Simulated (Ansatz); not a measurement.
`[SH][Sn]([SH])([Cl])[Cl]` → Cl₂ + `[SH][Sn][SH]`  (stannylene formation by 1,1-elimination)

Gas-phase electronic energies from Ansatz, PBE0-D4/def2-TZVP geometries. CCSD(T)/CBS adds triple-zeta CCSD(T) − MP2 to the extrapolated MP2 energy (def2 sets, frozen cores). This one scheme is used for every species. Functionals use def2-TZVPP. B3LYP here is the variant with VWN-RPA as its local correlation; programs differ in this. def2 core potentials past Kr. For Sn outer-core shells are correlated without core-valence functions, which leaves a few kJ/mol of doubt a bond. Each species was taken in one conformer, which may not be the lowest.

```
             level  ΔE (kcal/mol)  difference from CCSD(T)/CBS
            PBE-D4           68.8                         -8.8
         r2SCAN-D4           76.8                         -0.8
           PBE0-D4           75.6                         -2.0
          B3LYP-D4           70.0                         -7.6
           ωB97X-V           79.3                          1.7
           ωB97M-V           76.5                         -1.1
            B2PLYP           71.9                         -5.7
               PBE           66.2                        -11.4
            r2SCAN           76.1                         -1.5
              PBE0           73.2                         -4.4
             B3LYP           65.8                        -11.8
     HF/def2-TZVPP           80.0                          2.4
    MP2/def2-TZVPP           80.4                          2.8
SCS-MP2/def2-TZVPP           76.9                         -0.7
   CCSD/def2-TZVPP           76.9                         -0.7
CCSD(T)/def2-TZVPP           77.0                         -0.6
     HF/def2-QZVPP           79.8                          2.2
    MP2/def2-QZVPP           80.7                          3.1
SCS-MP2/def2-QZVPP           77.6                          0.0
      HF/CBS(def2)           79.8                          2.2
     MP2/CBS(def2)           81.0                          3.4
    CCSD/CBS(def2)           77.5                         -0.1
       CCSD(T)/CBS           77.6                            0
```

Largest T1 diagnostic among the species: 0.016.

The D4 term adds +4.2 kcal/mol with B3LYP and +2.5 kcal/mol with PBE0; it sums over pairs of atoms, weighted by their polarisabilities, and B3LYP, whose exchange is more repulsive, gets the larger term. From PBE to PBE0 (25 % exact exchange), in def2-TZVPP and without D4, ΔE moves by +7.0 kcal/mol.
